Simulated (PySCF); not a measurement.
The isolated species (Cl2Al-mu-PH2)2 (Al2Cl4H4P2) is ionised with Mg Kα (hν = 1253.6 eV). Calculated photoelectron kinetic energies of its computed core levels, recoil neglected:

```tsv
line	kinetic energy (eV)
1	1116.24
2	1115.35
3	1047.95
4	1046.30
```

Computed with PySCF 2.14.0, delta-SCF UKS SCAN, pcX-2 on the ionised atom, pcseg-1 elsewhere, spin-free X2C.

Convert to binding energies and name the level and atom behind each line. Bonds: Al1–Cl2, Al1–Cl3, Al1–P4, Al1–P8, P4–Al5, Al5–Cl6, Al5–Cl7, Al5–P8. Hydrogens: H9, H10 on P4; H11, H12 on P8.

Against the vacuum level, binding energy = hν − kinetic energy.

```tsv
line	binding energy (eV)	level	atoms	environment
1	137.36	P 2p3/2	P4/P8	phosphorus bonded to 2 Al and 2 H
2	138.25	P 2p1/2	P4/P8	phosphorus bonded to 2 Al and 2 H
3	205.65	Cl 2p3/2	Cl2/Cl3/Cl6/Cl7	chlorine bonded to Al
4	207.30	Cl 2p1/2	Cl2/Cl3/Cl6/Cl7	chlorine bonded to Al
```

Out of reach at this photon energy: Al 1s (1568.1 eV), P 1s (2150.8 eV), Cl 1s (2828.2 eV).

Where does line 1 move with hν = 800.0 eV?

To 800.0 − 137.36 = 662.64 eV; every photoline shifts by the change in photon energy, -453.6 eV.

Which photon energy gives electrons from P 2p3/2 of P4/P8 a kinetic energy of 20 eV, and what is their de Broglie wavelength?

hν = 137.36 + 20 = 157.36 eV, recoil neglected; λ = 12.264 Å/√(E/eV) = 2.74 Å.

Other core shells, valence and Auger electrons aren't listed. Topologically equivalent atoms share the value of their first member; where this conformer doesn't relate them by symmetry, their own values could differ. Spin–orbit coupling isn't in the SCF: each 2p doublet comes from a relaxed spin-free hole plus a matrix of the shell (mean-field spin–orbit coupling and the ground-state 2p splitting), with 2p3/2 averaged over its two sublevels. 2p1/2 minus 2p3/2 (ligand field included): Cl 1.65 eV, P 0.89 eV. Geometry: PBE0-D3(BJ)/def2-SVP, one conformer, isolated molecule.
